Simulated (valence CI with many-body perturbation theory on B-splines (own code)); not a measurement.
## Assign the levels of Br XXI

Computed by relativistic CI+MBPT: five valence electrons over a frozen Dirac-Fock core [Ne], a basis of 9 s, 9 p, 8 d, 6 f, 3 g, 1 h functions for each j, with the one-electron correlation potential Σ1 (screened to all orders), the two-electron term Σ2, the three-electron term Σ3, Breit, model QED; selected single and double excitations, second order for the rest (own B-spline code, finite nucleus).

No measured levels were compared; by estimate levels of excited configurations hold to 0.05 to 0.15 % of their energy, terms of the ground configuration to about 0.5 %. Among the levels kept, up to 450 cm⁻¹ of a level comes from second order outside the variational space, and about a tenth of that is noise between levels of different J, which matters for small intervals.

| No. | J | Parity | E (eV) | g |
| --- | --- | --- | --- | --- |
| 1 | 3/2 | odd | 0.000 | 1.783 |
| 3 | 5/2 | odd | 12.045 | 1.198 |
| 4 | 1/2 | odd | 17.534 | 0.663 |
| 6 | 5/2 | even | 60.195 | 1.569 |
| 7 | 3/2 | even | 65.793 | 1.665 |
| 8 | 1/2 | even | 67.234 | 2.594 |
| 16 | 7/2 | even | 92.190 | 1.241 |
| 19 | 3/2 | even | 94.455 | 1.125 |
| 20 | 9/2 | even | 95.557 | 1.293 |

Energies count from the lowest level. Strongly mixed levels and levels close to another of their J and parity are left out, so the numbers can have gaps.

Give configuration and LS term of each level.

1: 3s²3p³ ⁴S°; 3: 3s²3p³ ²D°; 4: 3s²3p³ ²P°; 6: 3s3p⁴ ⁴P; 7: 3s3p⁴ ⁴P; 8: 3s3p⁴ ⁴P; 16: 3s²3p²3d ⁴F; 19: 3s²3p²3d ⁴D; 20: 3s²3p²3d ⁴F.
